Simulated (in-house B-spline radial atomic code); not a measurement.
Relativistic effects in K¹⁴⁺, [He] 2s2 2p1: non-relativistic Hartree-Fock (point nucleus) against Dirac-Hartree-Fock (Fermi nucleus of rms radius 3.4349 fm), both averages of the configuration, computed with an all-electron radial atomic-structure program (B-spline basis).

```json
{"orbital": "1s1/2", "ε NR (Eh)": "-157.97", "ε Dirac (Eh)": "-158.69", "<r> NR (bohr)": "0.0808", "<r> Dirac (bohr)": "0.0803", "change of <r> (%)": "-0.6"}
{"orbital": "2s1/2", "ε NR (Eh)": "-32.694", "ε Dirac (Eh)": "?", "<r> NR (bohr)": "0.3496", "<r> Dirac (bohr)": "?", "change of <r> (%)": "?"}
{"orbital": "2p1/2", "ε NR (Eh)": "-31.562", "ε Dirac (Eh)": "?", "<r> NR (bohr)": "0.3006", "<r> Dirac (bohr)": "?", "change of <r> (%)": "?"}
{"orbital": "2p3/2", "ε NR (Eh)": "-31.562", "ε Dirac (Eh)": "-31.572", "<r> NR (bohr)": "0.3006", "<r> Dirac (bohr)": "0.3003", "change of <r> (%)": "-0.1"}
```

Question: What happens to 2s1/2?

Answer: Its energy goes to -32.878 hartree and <r> to 0.3474 bohr (-0.63 %).

Question: What happens to 2p1/2?

Answer: Its energy goes to -31.714 hartree and <r> to 0.2986 bohr (-0.69 %).

Question: What explains the pattern of contraction and expansion?

Answer: The s and p1/2 orbitals contract directly, as their density near the nucleus moves at relativistic speed. Nothing expands appreciably in this ion.

Question: By how much does the total energy change?

Answer: By -2.1354 hartree, from -453.751 to -455.886.
